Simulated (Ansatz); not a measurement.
The cluster KNa3, relaxed as a singlet with RKS r2SCAN/def2-TZVP in Ansatz, starting from the GFN2-xTB geometry. Force threshold 0.02 eV/Å.

The restricted singlet is unstable: a solution with broken spin symmetry lies lower. At r2SCAN/def2-TZVP a triplet of charge 0 lies 0.07 eV below the restricted singlet, each at its own geometry. The structure comes from a short search, and lower isomers may exist.

Start:

```xyz
4

Na    0.1201    0.8074   -1.5312
Na    1.5065   -0.1273    0.8944
Na    0.8978   -2.4071   -1.4641
K    -2.5245    1.7270    2.1009
```

Task: Estimate the energy that the relaxation releases and the steps that it takes.

Result: 29.3 kJ/mol, in 8 steps; 15 s on 4 threads of Arm Neoverse V1 on a shared host. No frequencies were taken in this run, so the end may be a saddle point.

Task: Does the start keep its bonding and symmetry?

Result: By distances, no bond broke or formed, bridged metal pairs apart. The bond that changes most is Na2–K4, from 4.60 to 4.09 Å (atoms count from 1). Metal–metal contacts that move far: Na2–K4 4.60 to 4.09 Å. Point group Cs at the start, C2v at the end, both within 0.05 Å; within 0.015 Å the end is C2.

Task: Predict the relaxed structure.

Result: 
```tsv
atom	x (Å)	y (Å)	z (Å)
Na1	-0.665	0.413	-1.372
Na2	0.808	-0.590	1.222
Na3	1.796	-2.164	-1.868
K4	-1.939	2.341	2.019
```
Bond lengths (bridged metal pairs left out): 3 × Na–Na 3.15 to 3.61 Å; 2 × K–Na 4.09 to 4.10 Å.
